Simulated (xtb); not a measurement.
GaH5O2Si, SMILES [OH][Ga]([SiH3])[OH]. All values are semi-empirical tight-binding results from xtb (GFN2-xTB unless named), good for trends rather than for accurate numbers. The structure is a stationary point at GFN2-xTB. The structure was generated by enumeration; whether it is a known compound was not checked. One conformer was computed; it need not be the lowest.

Optimised geometry:

```xyz
9

Ga    -0.3114     0.0817    -0.2192
O     -1.5488    -1.1307    -0.3452
H     -2.3799    -1.4783    -0.6542
O     -0.3568     1.6314    -1.0056
H     -0.7664     2.2863    -1.5625
Si     1.5787    -0.4136     1.1146
H      2.0633     0.8071     1.7725
H      2.6639    -0.9719     0.2944
H      1.2173    -1.3917     2.1489
```

For metal compounds this method's bond lengths and energies can be far off.

Computed properties:
The orbital gap is 4.51 eV and the zero-point energy comes out as 28.8 kcal/mol. The G − E(el) at 298.15 K (modified RRHO) comes out as 7.2 kcal/mol.

Computed atomic charges and the Wiberg bond orders between heavy atoms:
charges (e) Ga1 0.05, O2 -0.49, H3 0.30, O4 -0.49, H5 0.30, Si6 0.48, H7 -0.05, H8 -0.05, H9 -0.05. Bond orders Ga1–O2 1.24, Ga1–O4 1.24, Ga1–Si6 0.78.
